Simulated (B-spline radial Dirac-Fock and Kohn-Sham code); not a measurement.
## Satellites and hypersatellites of the K lines of Cs¹²⁺

System: cesium as Cs¹²⁺, configuration [Kr] 4d7.

Input file task.json (cfg lists n, l and occupation; rrms is the nuclear radius in fm):

```json
{"items": [{
  "Z": 55,
  "q": 12,
  "cfg": [[1, 0, 2], [2, 0, 2], [2, 1, 6], [3, 0, 2], [3, 1, 6], [3, 2, 10], [4, 0, 2], [4, 1, 6], [4, 2, 7]],
  "A": 133,
  "rrms": 4.8041,
  "do": ["binding", "quiet", "double"]
}]}
```

Run with: `python xray_run.py task.json out`

Calculated with an atomic code on a B-spline grid, using relaxed Dirac-Fock hole states (ΔSCF) with Breit and QED corrections and a finite nucleus. Each two-hole energy is an average over J within one jj subconfiguration, not an observable level; in light atoms, where LS coupling holds, the j-resolved values are not observed lines, and for a K spectator the Kα1 hypersatellite is nearly forbidden. Electron correlation is not included.

Lines without a spectator: Kα2 (K-L2) 30623.8 eV, Kα1 (K-L3) 30971.7 eV, Kβ3 (K-M2) 34921.5 eV, Kβ1 (K-M3) 34989.9 eV. Shifts in eV with one spectator hole (a dash: not computed, or left out as unreliable):

```csv
spectator hole,Kα2,Kα1,Kβ3,Kβ1
L2 (2p1/2),+74.3,+94.8,–,+197.4
L3 (2p3/2),+69.2,+70.6,+169.8,–
M2 (3p1/2),–,+12.12,+27.21,+32.6
M3 (3p3/2),+8.47,–,+26.94,+26.56
M5 (3d5/2),-1.59,+0.77,–,–
```

**Question.** Where does the K-L3 hypersatellite lie, emitted when both K electrons are missing?

**Answer.** +676.2 eV from the normal line, at 31647.9 eV. Removing both K electrons costs 73382.6 eV, which is 926.6 eV more than twice the K binding energy.

With n spectator holes in 2p, averaged over the 2p shell (energies in eV):

| n | KαLⁿ | step | hypersatellite KαʰLⁿ |
| --- | --- | --- | --- |
| 0 | 30855.7 | – | 31523.3 |
| 1 | 30932.7 | +76.9 | 31601.9 |
| 2 | 31011.0 | +78.3 | 31681.8 |
| 3 | 31090.6 | +79.7 | 31763.0 |
| 4 | 31171.7 | +81.1 | 31845.7 |
| 5 | 31254.2 | +82.5 | 31929.8 |
